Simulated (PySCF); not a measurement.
## Fluorine: a sound run and one with changed settings

Sound run: F⁺ [He] 2s2 2p4, F²⁺ [He] 2s2 2p3. All numbers are calculated (PySCF 2.14, no relativity, point nucleus, in aug-cc-pVDZ (4s3p2d, 23 functions)). The sound run starts from symmetry-adapted Hartree-Fock orbitals and uses a fine grid where one is needed.

Changed run: 14 angular points. This setting is unsound on purpose.

```tsv
species	method	sound run (hartree)	changed run (hartree)	converged
F⁺	UHF	-98.80167	-98.80167	yes
F⁺	LDA	-98.41342	-98.41254	yes
F⁺	M06-2X	-99.06048	-99.06336	yes
F²⁺	UHF	-97.57598	-97.57598	yes
F²⁺	LDA	-97.11648	-97.11648	yes
F²⁺	M06-2X	-97.77238	-97.77238	yes
```

Ionisation energy of F⁺:

```json
{"method": "UHF", "sound run (eV)": "33.353", "changed run (eV)": "33.353"}
{"method": "LDA", "sound run (eV)": "35.292", "changed run (eV)": "35.268"}
{"method": "M06-2X", "sound run (eV)": "35.051", "changed run (eV)": "35.129"}
```

A coarse angular grid integrates products of high-l functions wrongly, so density functionals can shift, and the SCF can exploit the error; Hartree-Fock and MP2 need no grid.

For comparison, NIST gives 34.971 eV between the lowest levels.
